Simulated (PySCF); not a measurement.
Compound: C7H5O (doublet state).
Atom-mapped SMILES: `[CH:1]#[C:2][c:3]1[cH:4][cH:5][c:6]([CH2:7])[o:8]1` (hydrogens: H9 on C1; H10 on C4; H11 on C5; H12, H13 on C7)

Structure used (GFN2-xTB), in Å, numbered top down from 1:
```xyz
13
C7H5O angstrom
C      3.4522    0.4803    0.1427
C      2.2750    0.2299    0.0812
C      0.9170   -0.0701    0.0102
C      0.2952   -1.3035   -0.1753
C     -1.0655   -1.0670   -0.1734
C     -1.2431    0.3306    0.0168
C     -2.3778    1.0740    0.0933
O     -0.0104    0.9128    0.1259
H      4.4779    0.6907    0.1968
H      0.8024   -2.2404   -0.2938
H     -1.8576   -1.7775   -0.2905
H     -2.3319    2.1357    0.2415
H     -3.3379    0.6050    0.0067
```

The hyperfine couplings belong to this conformer and change with its torsions.

Computed, not measured: UKS B3LYP, pcH-1 on C H O, non-relativistic, mean-field spin-orbit, GIAO (PySCF 2.14.0). The structure is a single GFN2-xTB conformer in the gas phase; no vibrational or solvent corrections. The geometry wasn't refined by DFT: couplings that depend on bond lengths, twists or pyramidal angles can differ widely from those at the functional's own minimum. No stability test was run, so a lower SCF solution isn't excluded. ⟨S²⟩ is 0.784 where a pure state has 0.75.

Principal values of hyperfine tensors in MHz (contact and dipolar terms together), for some of the nuclei:

```csv
atom,isotope,A1,A2,A3
C7,13C,0.67,1.65,133.14
C6,13C,-63.00,-29.68,-25.25
H12,1H,-56.32,-35.99,-14.43
H13,1H,-55.06,-35.63,-13.94
C3,13C,1.86,2.80,93.53
C2,13C,-43.29,-32.36,-21.70
C4,13C,-46.47,-18.50,-17.71
H11,1H,-34.91,-23.99,-9.86
```

Split each tensor into its isotropic and traceless parts, and turn a_iso into mT with g = 2.0028.

a_iso is a third of the trace, T = A − a_iso, and a(mT) = a(MHz)/(g × 13.996).

```
atom  a_iso (MHz)  a_iso (mT)      T1      T2     T3
  C7        45.16       1.611  -44.48  -43.50  87.99
  C6       -39.31      -1.402  -23.69    9.63  14.06
 H12       -35.58      -1.269  -20.74   -0.41  21.15
 H13       -34.87      -1.244  -20.18   -0.75  20.93
  C3        32.73       1.168  -30.87  -29.93  60.80
  C2       -32.45      -1.158  -10.84    0.09  10.75
  C4       -27.56      -0.983  -18.91    9.06   9.85
 H11       -22.92      -0.818  -11.98   -1.07  13.06
```

What spin density at the nucleus of C4 lies behind its contact coupling (g_N = 1.40482)?

a_FC = (2μ0/3) gₑ μB g_N μN ρ(0)/(2S·h) = 800.24 MHz × g_N × ρ(0)/(2S), with ρ in bohr⁻³. With a_FC = -27.56 MHz and 2S = 1, ρ(0) = -0.02451 bohr⁻³.

C5 (13C, g_N = 1.40482) isn't in the table. Its spin density at the nucleus is 0.02804 bohr⁻³. What is its contact coupling?

By the same relation, a_FC = 31.5 MHz. Its full tensor has the principal values 4.27, 4.75, 85.57 MHz.

Name the largest traceless tensor T of the table and describe it.

C7: -44.5, -43.5, 88.0 MHz, axial, in the ratio −1:−1:+2, the form that spin in one p orbital centred on that nucleus gives.

In a single crystal, with the field along each principal axis of the tensor of C7 in turn, what first-order splitting does this nucleus give (isotropic g, quadrupole terms neglected)?

2 lines (I = 1/2), spaced by |A_i|/(g × 13.996): 0.02, 0.06, 4.75 mT along the axes of A1, A2 and A3.
